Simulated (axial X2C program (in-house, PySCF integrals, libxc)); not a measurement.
# NiSb along the bond: PBE50, with spin–orbit coupling

Calculated with an in-house relativistic program for diatomic molecules. Two-component (2c) means X2C with spin–orbit coupling and atomic mean-field two-electron Coulomb and Gaunt terms. Basis: Sb dyall-cv3z [11s12p8d4f1g], Ni dyall-cv3z [9s9p6d3f2g] (cores contracted in-house); Gaussian nuclei, density fitting, unrestricted open shells. Masses: Sb 120.904 u, Ni 57.935 u.

State: Ω = 7/2 (⟨Sz⟩ = 1.49, ⟨Lz⟩ = 2.01 at PBE50). Dipoles are positive if Ni is the positive end.

Results along the bond:

| R (Å) | μ (D) | HOMO (eV) | LUMO (eV) |
| --- | --- | --- | --- |
| 2.179 | 2.994 | -6.62 | -1.99 |
| 2.250 | 3.037 | -6.61 | -1.96 |
| 2.322 | 3.070 | -6.61 | -1.93 |
| 2.394 | 3.095 | -6.61 | -1.91 |
| 2.478 | 3.118 | -6.61 | -1.89 |
| 2.562 | 3.137 | -6.58 | -1.87 |
| 2.669 | 3.153 | -6.51 | -1.86 |

The state is one determinant whose occupation by symmetry is held fixed; it was picked as the lowest of a PBE0 search that is not exhaustive. Density functionals use the spin component along the axis (collinear). PBE0 can misorder states that lie within some tenths of an eV, so this need not be the ground state of the molecule. The nearest other 2c determinant of the search, Ω = 1/2, lies 0.13 eV up at the distance of the search. The functionals have no current-density term, which raises determinants with orbital currents, atoms included. With several unpaired electrons one determinant need not be a pure state.
